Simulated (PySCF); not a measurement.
Cl4OW, SMILES [Cl][W]([Cl])([Cl])([Cl])=[O] (connectivity only; charge and spin as stated), charge -1, multiplicity 2. Atoms are numbered in the order given.

```xyz
6

W      0.0000     0.0000     0.1971
O      0.0000     0.0000     1.8897
Cl    -1.6252     1.6252    -0.4369
Cl     1.6252    -1.6252    -0.4369
Cl     1.6252     1.6252    -0.4369
Cl    -1.6252    -1.6252    -0.4369
```
Charge -1, spin multiplicity 2.

Geometry: r2SCAN-D4/def2-SVPD. The multiplicity is an assumed one; no other spin state was optimised. The isomer is the one that the SMILES or the coordinates give; other isomers of the formula were not compared. The def2 effective core potentials stand for the cores of W; spin–orbit coupling is left out.

The numbers are results of r2SCAN/def2-SVPD run with PySCF, not measurements.

The molecule is in vacuum.

Task: Estimate the frontier levels, dipole moment and polarisability. (The exact figures need the calculation; the answer reports its results.)

Result: 
```
Item                                                                Result
------------------------------------------------  ------------------------
α spin, highest occupied and lowest empty level          -1.41 and 0.98 eV
β spin, highest occupied and lowest empty level          -3.05 and 0.46 eV
dipole moment about the centre of nuclear charge                    0.47 D
mean static polarisability                          113.9 bohr³ (16.88 Å³)
polarisability, principal values                  88.8, 126.4, 126.4 bohr³
⟨S²⟩                                               0.757 (pure state 0.75)
```
